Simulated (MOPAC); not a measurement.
Input file for MOPAC: PM3 on ClGeH3O (SMILES [OH][GeH2][Cl]), a point of a torsion scan.

```
PM3 1SCF PRECISE CHARGE=0 THREADS=1
ClGeH3O

O      1.25216947 1     0.07743364 1    -0.44937057 1
Ge    -0.38929723 1    -0.23358558 1     0.01317911 1
Cl    -1.50525912 1     1.45181489 1    -0.53339549 1
H      1.85866960 1     0.50026759 1     0.15436912 1
H     -0.48552784 1    -0.47895982 1     1.50005125 1
H     -0.75896510 1    -1.41166176 1    -0.83336633 1
```

The log:

```
*******************************************************************************
 **                                                                           **
 **                              MOPAC v23.2.5                                **
 **                                                                           **
 *******************************************************************************
 ** MOPAC's Digital Object Identifier: https://doi.org/10.5281/zenodo.6511958 **
 **                                                                           **
 ** Please cite the open-source release paper for use of this MOPAC version:  **
 ** J. E. Moussa and J. J. P. Stewart (2026)                                  **
 ** MOPAC: An open-source semiempirical molecular orbital program             **
 ** J. Open Source Softw., 11(119), 8025, https://doi.org/10.21105/joss.08025 **
 *******************************************************************************

                              PM3 CALCULATION RESULTS

 *******************************************************************************
 *  PM3        - The PM3 Hamiltonian to be used
 *
 *
 *
 *                 CHARGE ON SYSTEM = 0
 *
 *
 *
 *  PRECISE    - TIGHTER CRITERIA TO BE USED
 *  1SCF       - DO 1 SCF AND THEN STOP
 *  THREADS=1  - MULTI-THREADING NOT USED
 *  T=         - A TIME OF 172800.0 SECONDS REQUESTED
 *  DUMP=N     - RESTART FILE WRITTEN EVERY 7200.0 SECONDS REQUESTED
 *******************************************************************************
PM3 1SCF PRECISE CHARGE=0 THREADS=1
 ClGeH3O

   ATOM   CHEMICAL          X               Y               Z
  NUMBER   SYMBOL      (ANGSTROMS)     (ANGSTROMS)     (ANGSTROMS)

     1       O          1.25216947  *   0.07743364  *  -0.44937057  *
     2      Ge         -0.38929723  *  -0.23358558  *   0.01317911  *
     3      Cl         -1.50525912  *   1.45181489  *  -0.53339549  *
     4       H          1.85866960  *   0.50026759  *   0.15436912  *
     5       H         -0.48552784  *  -0.47895982  *   1.50005125  *
     6       H         -0.75896510  *  -1.41166176  *  -0.83336633  *



          CARTESIAN COORDINATES

    NO.       ATOM           X           Y           Z

     1         O          1.2522      0.0774     -0.4494
     2        Ge         -0.3893     -0.2336      0.0132
     3        Cl         -1.5053      1.4518     -0.5334
     4         H          1.8587      0.5003      0.1544
     5         H         -0.4855     -0.4790      1.5001
     6         H         -0.7590     -1.4117     -0.8334

  H: (PM3): J. J. P. STEWART, J. COMP. CHEM. 10, 209 (1989).
  O: (PM3): J. J. P. STEWART, J. COMP. CHEM. 10, 209 (1989).
 Cl: (PM3): J. J. P. STEWART, J. COMP. CHEM. 10, 209 (1989).
 Ge: (PM3): J. J. P. STEWART, J. COMP. CHEM. 12, 320-341 (1991).

           Empirical Formula: H3 O Ge Cl  =     6 atoms



      MOLECULAR POINT GROUP   :   C1


      RHF CALCULATION, NO. OF DOUBLY OCCUPIED LEVELS = 10


 -------------------------------------------------------------------------------
 PM3 1SCF PRECISE CHARGE=0 THREADS=1
 ClGeH3O



     1SCF WAS SPECIFIED, SO BFGS WAS NOT USED
     SCF FIELD WAS ACHIEVED


                              PM3 CALCULATION
                                                       MOPAC v23.2.5 Linux




          FINAL HEAT OF FORMATION =        -73.24692 KCAL/MOL =    -306.46510 KJ/MOL


          COSMO AREA              =        105.41 SQUARE ANGSTROMS
          COSMO VOLUME            =         92.53 CUBIC ANGSTROMS

          IONIZATION POTENTIAL    =         10.403729 EV
          HOMO LUMO ENERGIES (EV) =        -10.404 -0.617
          NO. OF FILLED LEVELS    =         10
          MOLECULAR WEIGHT        =        127.0661         POINT GROUP:  C1

          MOLECULAR DIMENSIONS (Angstroms)

            Atom       Atom       Distance
            H     4   Cl     3     3.56293
            H     6   Cl     3     2.61806
            H     5    O     1     2.37552


          SCF CALCULATIONS        =          1





   ATOM   CHEMICAL          X               Y               Z
  NUMBER   SYMBOL      (ANGSTROMS)     (ANGSTROMS)     (ANGSTROMS)

     1       O          1.25216947  *   0.07743364  *  -0.44937057  *
     2      Ge         -0.38929723  *  -0.23358558  *   0.01317911  *
     3      Cl         -1.50525912  *   1.45181489  *  -0.53339549  *
     4       H          1.85866960  *   0.50026759  *   0.15436912  *
     5       H         -0.48552784  *  -0.47895982  *   1.50005125  *
     6       H         -0.75896510  *  -1.41166176  *  -0.83336633  *

                             CARTESIAN COORDINATES

   1    O        1.252169470     0.077433640    -0.449370570
   2   Ge       -0.389297230    -0.233585580     0.013179110
   3   Cl       -1.505259120     1.451814890    -0.533395490
   4    H        1.858669600     0.500267590     0.154369120
   5    H       -0.485527840    -0.478959820     1.500051250
   6    H       -0.758965100    -1.411661760    -0.833366330


           Empirical Formula: H3 O Ge Cl  =     6 atoms



      MOLECULAR POINT GROUP   :   C1


                  EIGENVALUES
 -54.84002 -35.86455 -17.60135 -15.90580 -13.94792 -13.51988 -12.19319 -11.21964
 -10.68425 -10.40373  -0.61683   0.04458   0.23371   1.98965   5.02354


              NET ATOMIC CHARGES AND DIPOLE CONTRIBUTIONS

  ATOM NO.   TYPE          CHARGE      No. of ELECS.   s-Pop       p-Pop
    1          O          -0.482317        6.4823     1.76152     4.72080
    2         Ge           0.652036        3.3480     0.79627     2.55170
    3         Cl          -0.259655        7.2597     1.97433     5.28533
    4          H           0.209500        0.7905     0.79050
    5          H          -0.080752        1.0808     1.08075
    6          H          -0.038812        1.0388     1.03881
 DIPOLE           X         Y         Z       TOTAL
 POINT-CHG.    -0.043    -1.769     1.476     2.305
 HYBRID         0.607     0.128     0.497     0.795
 SUM            0.564    -1.642     1.973     2.628


          ATOMIC ORBITAL ELECTRON POPULATIONS

     Atom    s        px        py        pz
    1  O   1.76152   1.33547   1.79600   1.58933
    2 Ge   0.79627   0.70100   0.87033   0.98037
    3 Cl   1.97433   1.79916   1.55151   1.93465
    4  H   0.79050
    5  H   1.08075
    6  H   1.03881

 **********************
 *                    *
 * JOB ENDED NORMALLY *
 *                    *
 **********************




 == MOPAC DONE ==
```

The run finished.

Cost: very roughly 0.03 core-seconds.
